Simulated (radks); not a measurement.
Results of a calculation; reference values are marked as such.
The silver ion Ag23+, 24 electrons, occupied as [Ar] 3d6.

Code: a radial shooting solver on a logarithmic mesh with Libxc functionals. Model: non-relativistic Kohn-Sham, LDA (Slater exchange, Perdew-Wang correlation), spin-unpolarised, spherical densities, point nucleus; relativity is left out, which matters for an element this heavy.

Energy parts (hartree):
part                        energy
total                  -4903.06196
kinetic                 4901.02317
electron-nucleus      -10900.20700
Hartree                 1208.40212
exchange-correlation    -112.28025

Orbitals (lengths in bohr, moments of r in powers of bohr; r(90%) holds 90 % of the orbital's charge):
orbital,occ.,eigenvalue (hartree),<1/r>,<r>,r(90%)
1s,2,-931.7379,46.44,0.03242,0.0577
2s,2,-160.7009,10.60,0.1401,0.215
2p,6,-151.9344,10.60,0.1196,0.194
3s,2,-50.91867,3.978,0.3631,0.530
3p,6,-47.47254,3.917,0.3514,0.523
3d,6,-41.37512,3.795,0.3157,0.490

The highest occupied level is 3d at -1125.9 eV. Virial ratio -V/T = 2.00042. The density falls to 0.001 e/bohr^3 at r = 1.07 bohr. For comparison, the ionisation energy in NIST's Atomic Spectra Database is 1149 eV (theoretical). In exact Kohn-Sham theory the highest level is minus the ionisation energy, but local and semilocal functionals leave it too shallow, through self-interaction and a potential that decays too fast; potentials with the right tail come closer. The electron density at the nucleus is 7.261e+04 e/bohr^3. Summed over all electrons, <r^2> = 2.008 bohr^2, which gives a Langevin (diamagnetic) susceptibility term of -1.59 x 10^-6 cm^3/mol.

Beside tabulated values, note that spin-unpolarised runs miss the spin-polarisation part of the exchange energy of open shells.
